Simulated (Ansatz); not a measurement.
## Isomers

Structures of Al2H2F2, singlet, relaxed at PBE0-D4/def2-TZVP (vibrations not checked; lower isomers may exist, and structures with a doubtful reference or unclear bonds are left out). Ansatz 0.2.0; basis: def2-TZVPP; cores frozen in the correlated methods. B3LYP uses VWN-RPA correlation.

Q: Rank them by CCSD(T) energy, lowest first, and give each one's height above the lowest. Links in brackets join atoms within 1.22 times the sum of their covalent radii (1.1 for two metals). (An estimate is asked for; the value comes from the calculation.)
A.
Al₂H₂F₂ ([F][Al]1[F][AlH2]1)
```
6
angstrom
F -0.3676 -0.4626 -1.1789
Al 1.1876 0.4898 -0.8849
Al -0.5883 -0.3691 0.6994
F -1.9921 -1.1536 1.0614
H 2.4647 -0.4182 -1.0694
H 1.0444 1.9890 -1.3555
```
B.
Al₂H₂F₂ ([F][AlH][AlH][F])
```
6
angstrom
F 0.2180 -1.0720 -2.2303
Al 0.8033 -0.1089 -1.0196
Al -0.7035 0.1966 1.0785
F -2.1447 -0.6151 1.0923
H 2.2343 0.5232 -1.2868
H -0.4075 1.0762 2.3659
```
C.
a complex of AlF + AlH + HF
```
6
angstrom
F 1.8723 -0.6648 2.1696
Al 0.0823 -0.9528 0.6611
F 1.1827 -2.2184 0.3902
Al -0.2160 1.4805 -0.5381
H 2.1785 -1.4339 1.7253
H -1.7137 1.8408 0.0259
```
D.
Al₂H₂F₂ ([F][Al]([F])[AlH2])
```
6
angstrom
F 1.4022 -0.7105 2.0167
Al 0.7656 -0.8728 0.5047
F 1.1885 -2.2429 -0.3089
Al -0.7970 0.9086 -0.5254
H -1.3864 0.7057 -1.9841
H -1.1730 2.2119 0.2970
```

A: By the calculation: D (0.00 kcal/mol), B (2.37 kcal/mol), A (5.21 kcal/mol), C (70.10 kcal/mol). Heights count from the lowest.

Q: Do PBE-D4, r2SCAN-D4, PBE0-D4, B3LYP-D4, wB97M-V, HF, MP2 give the same order? (A judgement: the text doesn't fix the answer.)

A: Computed: Lowest first: wB97M-V D < A < B < C. The others agree with CCSD(T).

T1 diagnostic: at most 0.016. The restricted Hartree–Fock reference is unstable towards an unrestricted one at one or more of these structures. A large double-excitation amplitude points to some diradical character; no triplet was computed.

For scale, one of the runs: CCSD(T)/def2-TZVPP, 174 basis functions, launched by `ansatz run in.yaml --threads 2 --pin off --events-out ev --progress --plain --max-ram 4352MiB`. Time: 72 s of wall clock on 2 CPU threads of an AMD EPYC; the host was shared. Peak host memory: 1.5 GiB.
